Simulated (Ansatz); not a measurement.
Ansatz (a program for electronic structure) input (RPA@PBE/def2-QZVPP):
A basis named .json is the Basis Set Exchange file of that set.

Ansatz 0.2 input:
```yaml
crystal:
  periodic: [false, false, false]
  atoms:
    - {symbol: Si, position_ang: [-1.55689240, -0.01072249, 0.03241634]}
    - {symbol: Ge, position_ang: [0.73062527, 0.00503190, -0.01521248]}
    - {symbol: H, position_ang: [-2.28844008, 1.22713903, 0.33001745]}
    - {symbol: H, position_ang: [-2.28308120, -1.25862361, -0.23483298]}
    - {symbol: H, position_ang: [1.49677345, -1.27472892, -0.32310709]}
    - {symbol: H, position_ang: [1.49123289, 1.29530766, 0.26089327]}
basis:
  gaussian:
    orbitals: def2-QZVPP.json
hamiltonian:
  xc: pbe
total_charge: 1
magnetization: {spin_polarized: true, initial_magnetization: 1}
correlation: {method: rpa, electrons: outside_noble_gas}
```

Output:

```
Functional definition: PBE
integrals: 0.93 GiB planned
1706 factors; integrals over basis functions are off by at most 8.0e-4 eV
mean field: 1.66 GiB planned
mean field evaluation 1: about -64439.0705 eV, gradient 1.7e1 eV
mean field evaluation 2: about -64439.0668 eV, gradient 1.7e1 eV
mean field evaluation 4: about -64440.3599 eV, gradient 6.8e0 eV
mean field evaluation 8: about -64440.5949 eV, gradient 7.1e-2 eV
mean field evaluation 16: about -64440.5950 eV, gradient 1.6e-5 eV
mean field -64440.59495715 eV, -2368.1481852713 hartree, gradient 5.4e-6 eV, S^2 0.753750; 0 other end points of the search recorded, 0 dependent functions left out
19 core orbitals not correlated
reference -64391.04095222 eV, -2366.3271091790 hartree; 6, 5 occupied and 254, 255 virtual orbitals, 1706 factors
Total energy: -64403.59498104 eV, -2366.7884612286 hartree
```
